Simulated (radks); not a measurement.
The numbers below are computed, except where a source is named.
Excited configurations of the nitrogen ion N2+: one electron is placed in a higher orbital outside [He] 2s2. The ground configuration is [He] 2s2 2p1. Level of theory: non-relativistic Kohn-Sham, PBE, spin-unpolarised, spherical densities, point nucleus (a radial shooting solver on a logarithmic mesh with Libxc functionals). Excitation = E - E(ground); binding = E(ion) - E, where the ion is the core of charge +3; n* = 3/sqrt(2 binding) in atomic units, and the quantum defect is n - n*.

| outer orbital | excitation (eV) | binding (eV) | quantum defect | <r> (bohr) |
|---|---|---|---|---|
| 3s | 27.143 | 19.942 | 0.522 | 3.126 |
| 3d | 32.616 | 14.468 | 0.091 | 3.198 |
| 4d | 38.634 | 8.451 | 0.193 | 6.386 |
| 4f | 39.386 | 7.698 | 0.012 | 5.942 |
| 5p | 41.204 | 5.880 | 0.437 | 10.34 |
| 7f | 44.410 | 2.675 | 0.234 | 21.59 |

The Delta-SCF ionisation energy is 47.084 eV (NIST Atomic Spectra Database: 47.445 eV, semi-empirical). Self-interaction in the functional shifts the binding energies and quantum defects, so they are the method's values and not measured ones. Spin polarisation and multiplet splitting are left out, so open shells lie too high by an amount that depends on their filling.

Beside tabulated values, note that spin-unpolarised runs miss the spin-polarisation part of the exchange energy of open shells.
